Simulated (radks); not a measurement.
Results of a calculation; reference values are marked as such.
Species: O-. Configuration: [He] 2s2 2p5. Level of theory: scalar-relativistic Kohn-Sham, LB94 model potential, spin-polarised, spherical densities, point nucleus; open shells are filled with parallel spins first; Watson sphere of charge +0.73 and radius 3.55 bohr (a radial shooting solver on a logarithmic mesh with Libxc functionals).

Local quantities along the radius. ELF = 1/(1 + alpha^2) is the electron localisation function; alpha = (tau - tau_W)/tau_unif compares the Pauli kinetic energy density with that of the uniform gas (summed over spins); -r V(r) is the screened charge that the Kohn-Sham potential of spin up presents (atomic units). tau is taken from the large components.

r (bohr),ELF,alpha,-r V(r)
0.007034,1.000,0.003819,7.896
0.007805,1.000,0.003877,7.885
0.00873,1.000,0.003949,7.871
0.009687,1.000,0.004027,7.856
0.01083,1.000,0.004123,7.839
0.01212,1.000,0.004235,7.820
0.01345,1.000,0.004355,7.800
0.01504,1.000,0.004505,7.775
0.01669,1.000,0.004666,7.750
0.01867,1.000,0.004869,7.720
0.02088,1.000,0.005107,7.686
0.02317,1.000,0.005366,7.652
0.02591,1.000,0.005697,7.610
0.02875,1.000,0.006061,7.567
0.03216,1.000,0.006531,7.515
0.03597,1.000,0.007103,7.458
0.03992,1.000,0.007748,7.399
0.04465,1.000,0.008603,7.329
0.04954,1.000,0.009590,7.258
0.05541,1.000,0.01093,7.173
0.06198,1.000,0.01265,7.081
0.06877,1.000,0.01473,6.988
0.07692,1.000,0.01769,6.879
0.08535,1.000,0.02138,6.770
0.09547,0.999,0.02684,6.644
0.1068,0.999,0.03461,6.509
0.1185,0.998,0.04502,6.376
0.1325,0.996,0.06164,6.224
0.1471,0.993,0.08512,6.075
0.1645,0.985,0.1248,5.906
0.184,0.965,0.1900,5.728
0.2041,0.923,0.2897,5.551
0.2283,0.820,0.4688,5.349
0.2554,0.629,0.7687,5.129
0.2834,0.410,1.200,4.906
0.317,0.231,1.824,4.641
0.3517,0.147,2.405,4.370
0.3934,0.120,2.705,4.058
0.44,0.142,2.461,3.740
0.4882,0.212,1.926,3.453
0.5461,0.354,1.352,3.162
0.6059,0.517,0.9668,2.906
0.6778,0.665,0.7098,2.639
0.7581,0.759,0.5633,2.381
0.8412,0.809,0.4866,2.148
0.9409,0.836,0.4425,1.909
1.044,0.847,0.4253,1.700
1.168,0.846,0.4262,1.495
1.306,0.835,0.4452,1.313
1.449,0.813,0.4797,1.168
1.621,0.776,0.5378,1.038
1.799,0.726,0.6151,0.9422
2.012,0.652,0.7298,0.8638
2.25,0.560,0.8857,0.8098
2.497,0.463,1.077,0.7798
2.793,0.355,1.349,0.7675
3.099,0.261,1.683,0.7735
3.466,0.175,2.170,0.7989
3.877,0.108,2.875,0.7752
4.302,0.063,3.861,0.7399
4.812,0.031,5.547,0.7036
5.339,0.015,8.167,0.6713
5.972,0.006,13.21,0.6384

On this mesh the ELF has minima near r = 0.39 bohr, which separate the shells, and maxima near 1.0 (0.85).
